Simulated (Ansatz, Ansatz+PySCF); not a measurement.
```xyz
12

B     1.4280   -0.0304    0.0355
N     0.6698    1.2481   -0.0224
B    -0.7329    1.2092    0.0238
N    -1.4290    0.0111   -0.0439
B    -0.6942   -1.2508   -0.0409
N     0.6956   -1.2010   -0.0459
H     2.6644    0.0147   -0.0470
H     1.2501    2.0933   -0.0292
H    -1.3424    2.2632    0.0307
H    -2.4393   -0.0144    0.0434
H    -1.3586   -2.3112   -0.0377
H     1.1726   -2.1150   -0.0271
```

Basis set: def2-SVP (spherical functions). Frozen core: 6 orbitals. Charge 0, multiplicity 1.

Computed with Ansatz (development build ahead of 0.2.0); each method stands on the lowest determinant of its kind that the runs found. Restricted open shells among the atoms or ions are ROHF, correlated in semicanonical orbitals with singles. Restricted functionals stand beside restricted open-shell atoms, which can lie above the unrestricted atoms usual in DFT and then raise those values.

(1) Give the atomization energy at this shape (free ground-state atoms in the same class of orbitals less the molecule, no zero-point energy) of singlet B₃N₃H₆ by ωB97X (restricted), ωB97X (unrestricted), r²SCAN (unrestricted), r²SCAN (restricted), PBE0 (restricted), PBE0 (unrestricted), PBE (unrestricted), PBE (restricted), RHF-MP2, UHF-MP2, RHF, UHF.

Answers

(1)

```tsv
method	atomization energy
ωB97X (restricted)	53.79 eV
ωB97X (unrestricted)	53.39 eV
r²SCAN (unrestricted)	53.56 eV
r²SCAN (restricted)	53.94 eV
PBE0 (restricted)	53.99 eV
PBE0 (unrestricted)	53.77 eV
PBE (unrestricted)	54.72 eV
PBE (restricted)	54.89 eV
RHF-MP2	51.23 eV
UHF-MP2	51.18 eV
RHF	40.26 eV
UHF	39.73 eV
```

Caution: the shape is not the minimum.
